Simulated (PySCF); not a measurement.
V(O)(OH)3 (H₃O₄V), SMILES [O]=[V]([OH])([OH])[OH], multiplicity 1. Coordinates come from a ωB97X-D3(BJ)/def2-SVP optimisation. The spin state was assumed, not searched. One conformer was computed; it need not be the lowest.

Level of theory: ωB97X-D3(BJ)/def2-SVP in PySCF.

Harmonic wavenumbers (cm⁻¹): 248, 248, 262, 263, 271, 301, 387, 387, 646, 646, 670, 765, 838, 839, 1205, 3909, 3909, 3917. Rotational constants (GHz): 3.944, 3.944, 3.385; symmetry number 3.

### Question
Work out the zero-point energy and the ideal-gas rigid-rotor harmonic-oscillator thermochemistry at 298.15 K and 1 atm.

### Answer
ZPE = ½ Σ hcν = ½ × 19711 cm⁻¹ = 117.90 kJ/mol. H − E(el) = 138.52 kJ/mol. Entropy in J/(mol K): translation 168.24, rotation 100.55, vibration 56.64, total 325.43. G − E(el) = 41.49 kJ/mol. Cp = 109.66 J/(mol K).
